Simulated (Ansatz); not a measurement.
Conformers of `O[SiH2]/C=C\[SiH](O)F`, each relaxed with PBE0-D4/def2-TZVP in Ansatz. CBS adds the triple-zeta coupled-cluster correction to the MP2 limit.

Not all of them had a frequency check.

Conformer A:

Cartesian coordinates in Å:
```
O -1.957 -0.311 -0.382
Si -1.341 1.099 0.262
C 0.197 0.698 1.229
C 1.237 -0.076 0.894
Si 1.542 -1.010 -0.687
O 0.334 -0.884 -1.759
F 1.792 -2.529 -0.253
H -2.849 -0.281 -0.734
H -1.076 2.077 -0.827
H -2.343 1.687 1.191
H 0.227 1.176 2.211
H 2.036 -0.173 1.634
H 2.779 -0.556 -1.355
H -0.577 -0.916 -1.423
```

Conformer B:

```xyz
14

O    -1.544   -0.951   -0.246
Si   -1.278   -0.349    1.273
C     0.353    0.541    1.370
C     1.200    0.768    0.358
Si    1.011    0.292   -1.435
O     0.931   -1.306   -1.723
F    -0.330    1.001   -1.981
H    -1.816   -0.320   -0.919
H    -2.369    0.577    1.677
H    -1.260   -1.523    2.179
H     0.636    0.903    2.362
H     2.126    1.300    0.589
H     2.140    0.816   -2.227
H     0.200   -1.750   -1.278
```

Problem. Which is lowest in electronic energy at CCSD(T)/CBS (frozen core, def2 sets), and by how much? (Estimate.)

Solution. Computed: B; A lies 4.5 kJ/mol higher.

Problem. Give the energies relative to B (kJ/mol) with PBE-D4/def2-TZVPP, r2SCAN-D4/def2-TZVPP, ωB97M-V/def2-TZVPP, B2PLYP/def2-TZVPP, SCS-MP2/def2-TZVPP, CCSD(T)/def2-TZVPP, SCS-MP2/def2-QZVPP. (An estimate is asked.)

Solution. The calculation gave: 
| level | A |
| --- | --- |
| PBE-D4/def2-TZVPP | 4.5 |
| r2SCAN-D4/def2-TZVPP | 6.0 |
| ωB97M-V/def2-TZVPP | 6.4 |
| B2PLYP/def2-TZVPP | 3.2 |
| SCS-MP2/def2-TZVPP | 3.8 |
| CCSD(T)/def2-TZVPP | 4.2 |
| SCS-MP2/def2-QZVPP | 3.8 |
